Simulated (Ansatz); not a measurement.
What each rung costs, and what it gives

Saddle point of SiNH$_{8}$OF, singlet (SiNH₅ ([NH2][SiH3]) + H₂O + HF → SiH₃F ([F][SiH3]) + H₂O + NH₃ (still joined by a long Si–N bond); bonds formed: Si1–F7, N2–H8, H6–O9; bonds broken: H6–F7, H8–O9; bonds weakened to dative contacts: Si1–N2), PBE0-D4/def2-TZVP structure:

```
12
angstrom
Si -1.0247 0.4924 -0.6868
N 0.2188 -0.8466 -0.6061
H -1.1621 0.5194 -2.1911
H -2.3905 0.1441 -0.2489
H -0.4459 1.8288 -0.4227
H 0.4271 0.2075 1.5676
F -0.7326 0.3490 1.4331
H 1.1046 -0.4834 0.2854
O 1.5280 -0.1067 1.3366
H 0.5728 -1.0881 -1.5240
H -0.1826 -1.6860 -0.1995
H 2.0872 0.6698 1.2565
```

Barriers are electronic and count from the start structure reached by relaxing down the imaginary mode.

Ansatz 0.2.0; basis: as named in each row; cores frozen in the correlated methods. B3LYP uses VWN-RPA correlation. Extrapolation: Hartree–Fock as exp(−7.88 √X), correlation as X^−2.97.

Times are rough, for one single point on 4 threads of a shared host (Intel Xeon).

The estimate by CCSD(T) at an estimated basis limit (MP2 extrapolated from triple and quadruple zeta, plus CCSD(T) − MP2 in triple zeta) is 0.706 eV.

```tsv
method	basis	time (s)	barrier (eV)	method less estimate
HF	STO-3G	under 1	1.029	0.323
PBE-D4	STO-3G	under 1	-1.260	-1.966
SPW92	def2-SVP	under 1	-0.194	-0.900
B3LYP-D4	6-31G	1	0.152	-0.553
PBE-D4	def2-SVP	2	0.200	-0.506
PBE0-D4	def2-SVP	2	0.367	-0.339
SPW92	def2-TZVPP	2	0.003	-0.703
PBE-D4	def2-TZVPP	3	0.398	-0.307
BLYP-D4	def2-TZVPP	3	0.542	-0.164
BHLYP-D4	def2-TZVPP	4	0.776	0.070
B3LYP-D4	def2-TZVPP	4	0.628	-0.078
PBE0-D4	def2-TZVPP	5	0.533	-0.173
CAM-B3LYP-D4	def2-TZVPP	5	0.594	-0.112
wB97M-V	def2-SVP	5	0.409	-0.297
r2SCAN-D4	def2-TZVPP	5	0.431	-0.274
r2SCAN0-D4	def2-TZVPP	6	0.544	-0.162
CCSD(T)	def2-SVP	8	0.661	-0.045
RPA on PBE	def2-TZVPP	8	0.662	-0.044
B2PLYP	def2-TZVPP	8	0.675	-0.031
PBE-QIDH	def2-TZVPP	9	0.619	-0.086
B97M-V	def2-TZVPP	10	0.647	-0.059
wB97M-V	def2-TZVPP	10	0.596	-0.110
wB97X-V	def2-TZVPP	11	0.604	-0.102
MP2	def2-QZVPP	39	0.644	-0.062
CCSD(T)	def2-TZVPP	140	0.694	-0.012
```

All methods are single points on the PBE0-D4 structures; a negative value means that the method puts the saddle structure below the start.

No T1 diagnostic of these runs exceeds 0.011.

Steps of this kind, hydrogen fluoride cutting a network bond, underlie vapour etching and the fluorination step of atomic layer etching.

Labels in which every atom is bracketed show which atoms are joined, not bond orders.
